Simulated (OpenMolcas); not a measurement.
## A ladder of methods for AlCNClOF (SMILES O=C=[N][Al]([F])[Cl])

AlCNClOF: 6 atoms, total charge 0, spin state singlet. SMILES: `O=C=[N][Al]([F])[Cl]`. The shape is that of a PBE0-D4/def2-TZVP optimisation. This is one conformer, not always the lowest.

```xyz
6

O    -1.7260   -0.3013    2.3539
C    -1.0345   -0.2447    1.4216
N    -0.3214   -0.1963    0.4618
Al    0.6948    0.0331   -0.9334
F     1.3792   -1.2682   -1.6424
Cl    1.0500    1.9134   -1.7078
```

Quantity: the dipole moment, in D. The values are calculated.

| level | kind | program | value (D) | CPU time |
| --- | --- | --- | --- | --- |
| SVWN5/cc-pVDZ | LDA | OpenMolcas | 0.46 | 32 s |
| PBE/cc-pVDZ | GGA | OpenMolcas | 0.42 | 44 s |
| revPBE/cc-pVDZ | GGA | OpenMolcas | 0.40 | 40 s |
| TPSS/cc-pVDZ | meta-GGA | OpenMolcas | 0.38 | 57 s |
| r2SCAN/cc-pVDZ | meta-GGA | OpenMolcas | 0.42 | 51 s |
| BHLYP/cc-pVDZ | global hybrid | OpenMolcas | 0.55 | 39 s |
| M06-2X/cc-pVDZ | hybrid meta-GGA | OpenMolcas | 0.52 | 52 s |
| PBE0/cc-pVDZ | global hybrid | OpenMolcas | 0.48 | 43 s |

The values span 0.38 to 0.55 D. Magnitudes only. CPU times are rough (shared hosts, several kinds of processor): they show what a rung costs within a factor of a few.
